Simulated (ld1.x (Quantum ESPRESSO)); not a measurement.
# What one change does to a pseudopotential (vanadium (V), PAW)

```json
{"Element": "V", "Generator": "ld1.x (Quantum ESPRESSO) 7.5", "Type": "PAW", "Functional": "PBE", "Relativity": "scalar-relativistic", "Frozen core": "[Ar]", "Valence charge": "5", "Reference configuration": "3d3 4s2 4p0", "Partial waves": "4s (bound): rcut 2.65, rcutus 3.10 bohr; 4s channel at 0.9 Ry: rcut 2.65, rcutus 3.10 bohr; 4p (bound, empty): rcut 3.25, rcutus 4.10 bohr; 4p channel at 4.4 Ry: rcut 3.25, rcutus 4.10 bohr; 3d (bound): rcut 1.60, rcutus 2.00 bohr; 3d channel at 0.05 Ry: rcut 1.60, rcutus 2.00 bohr", "Local potential": "all-electron potential smoothed inside 2.60 bohr (lloc = -1)", "Core correction": "Bessel-smoothed model core inside 1.05 bohr", "Augmentation charge": "BESSEL, radius 1.75 bohr"}
```

Change: waves 3d (bound): rcut 1.60, rcutus 2.82 bohr; 3d channel at 0.05 Ry: rcut 1.60, rcutus 2.82 bohr.

Cutoffs: the cutoffs (Ry, on a coarse ladder) from which the occupation-weighted sum of valence levels, in a spherical-Bessel basis at the reference potential, stays within 10 and 1 mRy of its value at 400 Ry; they do not see the model core or the augmentation charge, which bear on the density cutoff. Errors are all-electron minus pseudo energies relative to the spin-unpolarised reference configuration.

Question: What does the change do?

Answer: The potential gets softer (25 Ry and 40 Ry → 10 Ry and 15 Ry); the number of tests that count goes from 7 to 4 (the test run of the changed file stopped, so its transferability is not established); of the 4 tests that both files solve, the error grows in 2 and shrinks in 0 by more than 15 % and 0.3 meV (median size 5.1 → 7.0 meV); neither file shows a bound ghost at the reference potential, the only one tested. A larger radius leaves more room for a smooth pseudo-wave, so fewer plane waves are needed.

```csv
quantity,base,changed
"cutoff, loose",25 Ry,10 Ry
"cutoff, tight",40 Ry,15 Ry
loose cutoff by channel (10 mRy a level),"s 6 Ry, d 21 Ry","s 6 Ry, d 8 Ry"
bound ghosts,none,none
"tests counted (converged, no solver errors)",7 of 7,4 of 7 (the test run stopped)
"error for 3d3 4s1 4p0, meV [ΔE 7.73 eV]",-1.4,-2.2
"error for 3d3 4s0 4p0, meV [ΔE 22.03 eV]",-8.8,-12
"error for 3d3 4s1.5 4p0, meV [ΔE 3.09 eV]",-0.4,-0.6
"error for 3d3 4s0 4p1, meV [ΔE 11.84 eV]",+19,+17
s: phases at 4.46 bohr within 0.05 rad from the reference energy up to (Ry; the scan ends near 5),3.0,3.0
p: phases at 4.46 bohr within 0.05 rad from the reference energy up to (Ry; the scan ends near 5),0.7,0.7
d: phases at 4.46 bohr within 0.05 rad from the reference energy up to (Ry; the scan ends near 5),2.2,2.1
lowest overlap eigenvalue by channel,"s 0.44, p 0.39, d 1.00","s 0.44, p 0.39, d 0.17"
```

Changed file: Tests not counted: 3d2 4s0 4p0 (solver errors, printed error -26.3 eV); 3d4 4s0 4p0 (solver errors, printed error -126 eV).
